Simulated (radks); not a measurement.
The numbers below are computed, except where a source is named.
Neutral ruthenium, 44 electrons, occupied as [Kr] 4d6.75 5s1 5p0.25 (fractional occupations, a model configuration). Level of theory: Dirac Kohn-Sham, Wu-Cohen GGA, spin-unpolarised, spherical densities, point nucleus; open shells fill j = l - 1/2 first (a radial shooting solver on a logarithmic mesh with Libxc functionals). Some entries of the table are withheld. Estimate them.

orbital  occ.  eigenvalue (eV)  <1/r> (bohr^-1)  <r^2> (bohr^2)
1s1/2       2        -21923.80            45.87        0.001510
2s1/2       2        -3152.402            10.49         0.02496
2p1/2       2        -2913.612            10.47         0.01876
2p3/2       4        -2782.670            9.921         0.02011
3s1/2       2              (1)            3.623          0.1858
3p1/2       2        -463.2005            3.526          0.1824
3p3/2       4        -440.9845            3.393          0.1921
3d3/2       4        -276.6804              (2)          0.1751
3d5/2       6        -272.3524              (3)          0.1781
4s1/2       2         -77.4226            1.353           1.175
4p1/2       2         -49.8027              (4)           1.403
4p3/2       4         -46.3945              (5)           1.485
4d3/2       4          -6.3368           0.8266             (6)
4d5/2    2.75          -6.0068           0.8142             (7)
5s1/2       1          -4.7667           0.3918           12.41
5p1/2    0.25              (8)           0.2632             (9)
5p3/2       0             (10)           0.2512            (11)

Answer. 
(1) 3s1/2 eigenvalue (eV): -555.8881
(2) 3d3/2 <1/r> (bohr^-1): 3.215
(3) 3d5/2 <1/r> (bohr^-1): 3.181
(4) 4p1/2 <1/r> (bohr^-1): 1.230
(5) 4p3/2 <1/r> (bohr^-1): 1.189
(6) 4d3/2 <r^2> (bohr^2): 3.420
(7) 4d5/2 <r^2> (bohr^2): 3.536
(8) 5p1/2 eigenvalue (eV): -1.2478
(9) 5p1/2 <r^2> (bohr^2): 29.55
(10) 5p3/2 eigenvalue (eV): -1.1259
(11) 5p3/2 <r^2> (bohr^2): 32.43
